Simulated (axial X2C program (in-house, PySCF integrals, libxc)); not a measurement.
Which functional? An output for BeI⁺

An SCF output computed with an in-house relativistic program for diatomic molecules for BeI⁺ at 2.075 Å, two-component, state Ω = 0, I dyall-cv3z [11s12p8d4f1g], Be dyall-cv3z [8s8p3d1f] (cores contracted in-house), without its first line:

```
basis functions 178  fitting functions 878  grid points 5079
iter        total energy     max residual
   1      -7124.118733342     4.10e-01
   2      -7124.137688514     6.83e-03
   3      -7124.138115894     8.51e-03
   4      -7124.138171437     1.36e-03
   5      -7124.138178821     4.47e-04
   6      -7124.138179764     2.08e-04
   7      -7124.138179924     3.90e-05
   8      -7124.138179946     1.77e-05
   9      -7124.138179950     7.88e-06
  10      -7124.138179950     8.52e-07
converged
one-electron -9858.98718019  Coulomb 2867.92096176  exact exchange -182.80935733  xc functional 0.00000000  nuclear repulsion 54.06533432  atomic mean-field constant -4.32793851
```

**Question.** Which level of theory produced it?
A. M06
B. HF
C. PBE0

**Answer.** B. The exact-exchange term against the functional term shows a share of 1 of exact exchange.
